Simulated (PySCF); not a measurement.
Cartesian coordinates in Å; atom numbers follow the order of the lines, from 1:
```xyz
9

O     1.4161   -1.3208    0.4114
C     1.4806   -0.1424    0.1438
N     0.3800    0.6136   -0.1169
Si   -1.2183   -0.1603   -0.0645
H     2.4479    0.4121    0.0917
H     0.5192    1.5945   -0.3322
H    -1.5109   -0.6892    1.2949
H    -2.1661    0.9437   -0.3951
H    -1.3213   -1.2392   -1.0834
```

Fast rotation and ring inversion assumed for equivalent nuclei, no solvent, a single conformation, no relativistic terms. σ from GIAO-CAM-B3LYP/pcSseg-2; PBE0-D3(BJ)/def2-SVP structure; PySCF 2.14.0 with density-fitted response routines.

δ = σ(ref) − σ, references computed at the same level: TMS for 13C (σref 182.55) and 1H (σref 31.34) and 29Si (σref 328.96); 17O (σref 329.76) vs H2O; 15N (σref 261.83) against NH3.

| atoms | nucleus | count | δ (ppm) |
| --- | --- | --- | --- |
| O1 | 17O | 1 | 452.5 |
| N3 | 15N | 1 | 120.1 |
| H7/H8/H9 | 1H | 3 | ? |
| Si4 | 29Si | 1 | -65.9 |
| C2 | 13C | 1 | ? |
| H6 | 1H | 1 | 4.47 |
| H5 | 1H | 1 | 8.54 |

**Question.** Complete the table.

**Answer.** 
- C2: 176.2 ppm, amide carbonyl carbon; it is a carbonyl in resonance with an O or N lone pair, the region of acids, esters and amides
- H7/H8/H9: 4.53 ppm, hydrogen on a silicon bonded to N

The OH or NH signal is concentration- and solvent-dependent in practice; the value given is the gas-phase one. Shifts are as computed, not scaled to solution data. Of 1211 compounds with measured shifts, 218 miss one by over three times the rms of a fit or turn the order of signals round; such compounds aren't used in these exercises. Hydrogen bonding in solution shields acid and N–H amide carbonyl oxygens by tens of ppm. The C=O carbon of an acid or of an amide with N–H lies up to 10 ppm further downfield in solution, through hydrogen bonding that the calculation lacks. Unscaled 17O shifts of doubly bonded oxygen tend to come out too high, by tens of ppm or more. Experimental scales use liquid or dissolved standards, which lie at an offset from isolated NH3 (liquid NH3: subtract about 20 ppm) and H2O (liquid H2O: subtract about 36 ppm).
